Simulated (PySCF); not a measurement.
A GIAO shielding run with PySCF 2.14.0 with density-fitted response routines (density fitting, non-relativistic, gas phase) on `N#CCS[Si@H]([SiH3])C[SiH3]`, C₃H₁₁NSSi₃:

```
$ OMP_NUM_THREADS=1 python probes_run.py task.json out

{"job": {"kind": "nmr", "xc": "PBE0", "basis": "pcSseg-1"}, "charge": 0, "multiplicity": 1}
N     -2.979950    -1.281310     1.820661
C     -2.568702    -1.421007     0.762198
C     -2.026691    -1.545102    -0.554847
S     -1.605872     0.103546    -1.255714
Si    -0.388712     1.008661     0.315179
Si     0.701493     2.797028    -0.663115
C      0.772516    -0.335127     1.012349
Si     1.999987    -1.135202    -0.206969
H     -1.124198    -2.158971    -0.545205
H     -2.766260    -1.974367    -1.231945
H     -1.371437     1.328181     1.359702
H      1.747513     3.252275     0.256145
H     -0.191448     3.930214    -0.904554
H      1.345738     2.467099    -1.935201
H      0.176878    -1.116000     1.489519
H      1.347381     0.125482     1.816550
H      2.899314    -0.101364    -0.718424
H      1.274857    -1.755290    -1.320441
H      2.747790    -2.179493     0.496652
```

Hardware: 1 thread of an Arm Neoverse N1, shared host. The job also computes population analyses, field gradients.

**Question.** How large is the calculation?

**Answer.** 94 electrons, 219 basis functions and 1227 auxiliary functions.

**Question.** How long does it take, and how much memory does it need?

**Answer.** 88 s of wall time, with 14 SCF cycles and 5 response iterations; peak memory 1.1 GiB. Times on a shared host scatter by some tens of per cent.
